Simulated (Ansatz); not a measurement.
C2HBF2, SMILES `C#CB(F)F`, relaxed with RKS PBE0-D4/def2-TZVP in the Gaussian-basis code of Ansatz from a PBE-D4/def2-SVP geometry. The force threshold is 0.005 eV/Å; the program also tests the step.

The species carries charge 0 and has multiplicity 1.

Start:

```xyz
6

C     0.247    0.873   -1.356
C     0.061    0.216   -0.336
B    -0.170   -0.601    0.934
F     0.013   -1.918    0.949
F    -0.562   -0.022    2.064
H     0.412    1.453   -2.255
```

Task: How much energy does the relaxation release, and in how many steps? (Estimate.)

Result: The calculation gave: 0.04 eV, in 5 steps.

Task: Which bonds change most? (Best estimate.)

Result: Ansatz gave: C1–C2 from 1.227 to 1.203 Å; C1–H6 from 1.082 to 1.066 Å; B3–F5 from 1.329 to 1.316 Å; B3–F4 from 1.329 to 1.316 Å.

Task: Give the relaxed structure. (Best estimate.)

Result: The calculation gave: 
```xyz
6

C     0.244    0.863   -1.339
C     0.062    0.218   -0.339
B    -0.169   -0.596    0.925
F     0.013   -1.899    0.936
F    -0.557   -0.020    2.042
H     0.406    1.433   -2.225
```
